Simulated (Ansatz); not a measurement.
`[F][SnH2][AsH2]`, relaxed with RKS PBE-D4/def2-SVP in Ansatz 0.2.0 from a rough embedded geometry. The force threshold is 0.03 eV/Å; the program also tests the step.

Total charge 0; spin multiplicity 1. Sn: def2 effective core potential.

Start:

```xyz
7

F    -0.901    2.283   -0.209
Sn   -0.568    0.551    0.498
As    1.555   -0.365   -0.616
H    -0.294    0.594    2.215
H    -1.913   -0.536    0.188
H     0.811   -0.672   -1.977
H     1.309   -1.854   -0.100
```

(1) How much energy does the relaxation release, and in how many steps? (An estimate is asked.)

(2) Which bonds change most? (Best estimate.)

(3) Give the relaxed structure. (An estimate is asked.)

## Answers

(1) The calculation gave: 4.84 kcal/mol, in 6 steps.

(2) Ansatz gave: F1–Sn2 from 1.900 to 1.969 Å; Sn2–As3 from 2.567 to 2.634 Å; As3–H7 from 1.595 to 1.547 Å; As3–H6 from 1.582 to 1.544 Å.

(3) Computed: 
```xyz
7

F    -0.886    2.275   -0.120
Sn   -0.562    0.440    0.518
As    1.615   -0.361   -0.730
H    -0.337    0.603    2.229
H    -2.018   -0.411    0.113
H     0.757   -0.797   -1.937
H     1.432   -1.749   -0.073
```
